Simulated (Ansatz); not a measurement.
Species: C4H5OSi, charge -1, multiplicity 1. It need not be the lowest isomer of its formula. Whether it binds its extra electron was not tested at this geometry. 
Structure (B3LYP-D3(BJ)/def2-TZVP (Ansatz, an electronic-structure program) minimum search):
```
C
C 1 1.3746
H 2 1.0777 1 124.62
O 1 1.3911 2 106.70 3 179.17
C 4 1.3620 1 108.87 2 -0.39
C 5 1.3571 4 109.99 1 0.47
H 5 1.0771 6 133.47 2 179.12
H 6 1.0795 5 126.16 7 -0.25
Si 1 1.9309 2 134.50 3 -9.98
H 9 1.5344 1 93.68 2 24.24
H 9 1.5347 10 95.37 1 -96.77
```
Charge -1, spin multiplicity 1.

Parts of the frozen-core correlation energy in cc-pVTZ (Ansatz, hartree). Frozen orbitals: 10; correlated occupied orbitals by spin: 16 and 16; virtual: 228 and 228. No spin-orbit coupling. No relativistic terms.

| term | value |
|---|---|
| reference (HF) | -518.20669 |
| MP2 opposite-spin | -0.75556 |
| MP2 same-spin | -0.24876 |
| CCSD correlation | -1.03343 |
| (T) | -0.05312 |
| T1 diagnostic | 0.015 |
| largest doubles amplitude | 0.048 |
